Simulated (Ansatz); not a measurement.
Consider the cleavage of the B–Si bond: `B[SiH2]OBF` + `CC(O)F` → `BOC(C)F` + `FBO[SiH3]`.

Calculated with Ansatz (gas phase, PBE0-D4/def2-TZVP geometries, no zero-point term in ΔE). CCSD(T)/CBS is the MP2 limit (def2-TZVPP, def2-QZVPP) plus CCSD(T) − MP2 in def2-TZVPP, frozen cores. DFT in def2-TZVPP. B3LYP here is the variant with VWN-RPA as its local correlation; programs differ in this. One conformer a species, not always the lowest.

```csv
level,ΔE (kJ/mol),difference from CCSD(T)/CBS
PBE0-D4,-153.1,7.9
B3LYP-D4,-163.7,-2.7
ωB97X-V,-159.0,2.0
B2PLYP,-167.1,-6.1
PBE,-151.5,9.5
r2SCAN,-159.3,1.7
PBE0,-153.0,8.0
MP2/def2-TZVPP,-169.8,-8.8
CCSD(T)/def2-TZVPP,-163.4,-2.4
HF/CBS(def2),-169.4,-8.4
CCSD(T)/CBS,-161.0,0
```

Largest T1 diagnostic among the species: 0.013.
